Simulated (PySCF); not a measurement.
Spectrum to structure. Theory: TDDFT PBE0/def2-SVPD, vertical, gas phase, core orbitals frozen in the response in PySCF. Geometries: GFN2-xTB, one conformer each.

```json
{"state": "S1", "ν̃ (cm⁻¹)": "53110", "f": "0.0041", "main configurations (H = HOMO, L = LUMO)": "H→L (92%)"}
{"state": "S2", "ν̃ (cm⁻¹)": "56550", "f": "0.010", "main configurations (H = HOMO, L = LUMO)": "H→L+1 (83%)"}
{"state": "S3", "ν̃ (cm⁻¹)": "57740", "f": "0.031", "main configurations (H = HOMO, L = LUMO)": "H-1→L (88%)"}
{"state": "S4", "ν̃ (cm⁻¹)": "58990", "f": "0.014", "main configurations (H = HOMO, L = LUMO)": "H→L+2 (76%)"}
{"state": "S5", "ν̃ (cm⁻¹)": "60000", "f": "0.015", "main configurations (H = HOMO, L = LUMO)": "H-2→L (71%), H-3→L (9%)"}
{"state": "S6", "ν̃ (cm⁻¹)": "61040", "f": "0.014", "main configurations (H = HOMO, L = LUMO)": "H-3→L (60%), H-4→L (12%), H→L+2 (10%)"}
```

Question: Which structure fits?
A. `CO[C@H](C)C(Cl)Cl`
B. `Cl[C@H]1[C@]2([C@H](C2)CC1)C`
C. `Nc1cnccc1O`

Answer: A. Its S1 lies at 6.59 eV; the nearest of the others has S1 at 7.17 eV. S1 is HOMO→LUMO (92%). Löwdin shares by element: HOMO oxygen 46%, carbon 16% or more, chlorine 10% or more (atoms not listed hold the other 28%); LUMO chlorine 64%, carbon 23% or more. At the same level the other candidates give, for their lowest levels:
- `Nc1cnccc1O`: 4.83 eV (f 0.055); 5.19 eV (f 0.003); 5.30 eV (f 0.003); 5.60 eV (f 0.157 summed over 2 states); 5.90 eV (f 0.002); T1 3.78 eV; HOMO -6.10, LUMO -0.33 eV
- `C[C@@]12C[C@@H]1CC[C@H]2Cl`: 7.17 eV (f 0.010); 7.33 eV (f 0.003); 7.42 eV (f 0.025); 7.56 eV (f 0.030); 7.72 eV (f 0.010); T1 6.61 eV; HOMO -7.79, LUMO 0.67 eV

The values belong to the conformer `[CH3:1][O:2][C@H:3]([CH3:4])[CH:5]([Cl:6])[Cl:7]`: C1–O2–C3–C4 -161°, O2–C3–C5–Cl6 -174°.
Triplets come from the Tamm–Dancoff approximation.
